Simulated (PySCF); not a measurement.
H5W, neutral, multiplicity 2. Atoms are numbered in the order given.

```xyz
6

W      0.0000     0.0000    -0.0187
H     -1.4651     0.0000    -0.9221
H      0.0000     1.4926     0.7826
H      1.4651     0.0000    -0.9221
H      0.0000     0.0000     1.6606
H      0.0000    -1.4926     0.7826
```
Charge 0, spin multiplicity 2.

Geometry optimised at B3LYP-D3(BJ)/def2-TZVPD. The multiplicity is an assumed one; other spin states were not compared. The def2 effective core potentials stand for the cores of W; spin–orbit coupling is left out.

These are PySCF with B3LYP-D3(BJ)/def2-TZVPD values and carry that method's errors.

Frequencies are harmonic and unscaled.

Question: List the normal modes with their intensities. (Estimate from the structure and the level; the computed values follow.)

Answer: 
```csv
mode,ν (cm⁻¹),IR (km/mol),moving atoms (share of kinetic energy)
1,215,95.3,H 99 %
2,304,119.5,H 98 %
3,450,0.0,H 100 %
4,849,46.3,H 100 %
5,927,0.1,H 99 %
6,993,22.3,H 99 %
7,1021,78.9,H 100 %
8,1951,127.2,H 100 %
9,1952,215.7,H 99 %
10,1992,196.5,H 99 %
11,2002,44.7,H 100 %
12,2048,59.2,H 99 %
```
